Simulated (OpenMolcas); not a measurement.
Levels of B I by method

```
Program             : OpenMolcas
Basis               : ANO-RCC-VQZP [5s4p3d2f1g]
Scalar Hamiltonian  : DKH2, point nucleus
Active space        : 1 electron in 9 orbitals (RAS2 2p; RAS3 3s 3d, at most 1 electron)
State averaging     : 2S+1 = 2 odd, 3 roots; 2S+1 = 2 even, 1 root
Spin-orbit coupling : RASSI with atomic mean-field integrals over the reference wave functions, term energies averaged over their components
```

Methods on the same reference wave functions:
A. RASSCF
B. SS-RASPT2, IPEA 0.25 Eh, imaginary shift 0.1 Eh (closed shells correlated: 1s 2s)

Energies in eV above 2s² 2p ²P°_1/2, the measured ground level; measured values from NIST Handbook of Basic Atomic Spectroscopic Data.

```csv
Level,A,B,Measured
2s² 2p ²P°_1/2,0.0000,0.0000,0.0000
2s² 2p ²P°_3/2,0.0018,0.0018,0.0019
2s² 3s ²S_1/2,6.4581,6.531,4.9643
```

Deviations, from unrounded energies. A percentage is the sum of absolute deviations over the sum of measured energies, with the sign that they share, or ± where signs differ.

| Against measurement | Levels | A | B |
| --- | --- | --- | --- |
| mean absolute deviation (cm-1) | 2 | 6000 | 6300 |
| fine structure of the ground term (%) | 1 | -4.0 | -4.0 |
| other configurations (%) | 1 | +30.1 | +31.6 |

A, B lie about equally close to measurement. The largest miss of A in the table is 2s² 3s ²S_1/2, by +12000 cm-1. The ranking rests on the paired levels alone, and a cruder setting can come out closer through cancelling errors.

The lowest spin-free term lies below A's lowest term by 0.089 hartree in B.

ANO sets are built for valence states and can reach diffuse excited orbitals poorly. No level of 2s² 3d was computed, though it lies in the active space. With one active electron the reference holds no correlation, so core polarisation is missing (holds for A). With one active electron, CASPT2 adds the correlation within the correlated inactive shells and between them and that electron, and leaves the splitting within a term as the reference gives it (holds for B). Computed and measured levels are paired by configuration, term and J; levels that our copy of the source lacks, or whose pairing is in doubt (as where it misses far off the trend of its configuration), stay unpaired and out of the deviations. Only configurations of the active space appear.

° marks odd parity.
